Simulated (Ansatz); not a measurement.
Four-centre ligand exchange

Start structure (CH₉AsGe, closed shell), relaxed at PBE0-D4/def2-TZVP:

```xyz
12
angstrom
Ge -1.4671 0.0031 0.6465
C -0.1368 1.4277 0.5417
H -1.9172 -0.4211 -0.7635
H -0.8855 -1.2298 1.3619
H -2.7048 0.4808 1.4286
H 0.5610 -1.3692 -1.8051
As 1.9604 -1.8537 -1.4547
H 0.7356 1.0857 -0.0164
H 0.1806 1.7220 1.5428
H -0.5563 2.2995 0.0383
H 1.6979 -1.6988 0.0362
H 2.5322 -0.4462 -1.5560
```

The step: CH₆Ge ([CH3][GeH3]) + AsH₃ → GeAsH₅ ([GeH3][AsH2]) + CH₄; bonds formed: Ge1–As7, C2–H6; bonds broken: Ge1–C2, H6–As7. Ansatz 0.2.0; basis: def2-TZVPP and def2-QZVPP; cores frozen in the correlated methods. Filled d shells of the heavier atoms are correlated. The def2 sets are not built for correlating such inner shells, so the correlated values are less sure here. Extrapolation: Hartree–Fock as exp(−7.88 √X), correlation as X^−2.97. Energies below are by CCSD(T) at an estimated basis limit (MP2 extrapolated from triple and quadruple zeta, plus CCSD(T) − MP2 in triple zeta).

Q: What are the electronic barrier and the energy of the step, from the start structure to the end structure? (To be estimated.)

A: The calculation gives: Barrier 71.16 kcal/mol; step energy -12.78 kcal/mol (downhill); reverse barrier, their difference, 83.94 kcal/mol. Barrier and step energy count from the start structure, the reverse barrier from the end structure.

The saddle point: One imaginary mode of 1394i cm⁻¹.
```
   pair  start (Å)  saddle (Å)  end (Å)
Ge1–As7       4.43        2.94     2.43
  C2–H6       3.72        1.34     1.09
 Ge1–C2       1.95        2.26     4.34
 H6–As7       1.52        2.09     3.55
```

Zero-point energy (harmonic, PBE0-D4): ZPE is 51.61 kcal/mol at the start and 50.32 kcal/mol at the saddle, so the barrier goes from 71.16 to 69.88 kcal/mol.

T1 diagnostic: at most 0.013.

Labels in which every atom is bracketed show which atoms are joined, not bond orders.

For scale, one of the runs: CCSD(T)/def2-TZVPP, 253 basis functions, launched by `ansatz run in.yaml --threads 8 --pin off --events-out ev --progress --plain --max-ram 19148MiB`. The run took 2.7 min on 8 CPU threads of an Arm Neoverse V2 (shared host), with 5.7 GiB of host memory at its peak.
